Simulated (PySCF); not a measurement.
All values below come from TPSSh-D3(BJ)/def2-TZVP // PBE-D3(BJ)/def2-SVP run with PySCF. Isolated molecules, 0 K electronic values unless said otherwise. 

Reference species: [Mo(=O)(F)4] (neutral, multiplicity 1).

```
Property          Value
-------------  --------
HOMO–LUMO gap   5.30 eV
LUMO           -5.62 eV
```

Changed species: [Cr(=O)2(F)2] (M = Cr, dioxo; the reference has M = Mo, oxo).

Task: What does the change do to the HOMO–LUMO gap and LUMO?

Result: the HOMO–LUMO gap decreases by 1.33 eV, to 3.97 eV; the LUMO stays essentially unchanged.
